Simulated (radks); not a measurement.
Species: Ni2+. Configuration: [Ar] 3d8.

Method: non-relativistic Kohn-Sham, exchange-only r2SCAN, spin-polarised, spherical densities, point nucleus; open shells are filled with parallel spins first; meta-GGA in the generalised Kohn-Sham scheme; computed with a radial shooting solver on a logarithmic mesh with Libxc functionals.

Energy parts (hartree):
total: -1506.03101
kinetic: 1506.03098
electron-nucleus: -3578.59888
Hartree: 627.83854
exchange: -61.30166

Orbitals (lengths in bohr, moments of r in powers of bohr):
| orbital | occ. | eigenvalue (hartree) | <r> |
|---|---|---|---|
| 1s down | 1 | -300.1592 | 0.05484 |
| 1s up | 1 | -300.1589 | 0.05484 |
| 2s up | 1 | -36.45960 | 0.2479 |
| 2s down | 1 | -36.40077 | 0.2477 |
| 2p up | 3 | -31.83939 | 0.2167 |
| 2p down | 3 | -31.79563 | 0.2164 |
| 3s up | 1 | -4.86057 | 0.7488 |
| 3s down | 1 | -4.73975 | 0.7511 |
| 3p up | 3 | -3.42298 | 0.7816 |
| 3p down | 3 | -3.30290 | 0.7854 |
| 3d up | 5 | -1.05784 | 0.9500 |
| 3d down | 3 | -0.94649 | 0.9825 |

The highest occupied level is 3d down at -25.755 eV. Spin moment in Bohr magnetons: 2. The spin density at the nucleus is -0.378 e/bohr^3 (1s 0.006, 2s -1.344, 3s 0.961), a Fermi contact field of -19.8 T. The electron density at the nucleus is 1.494e+04 e/bohr^3. The density falls to 0.001 e/bohr^3 at r = 2.95 bohr.
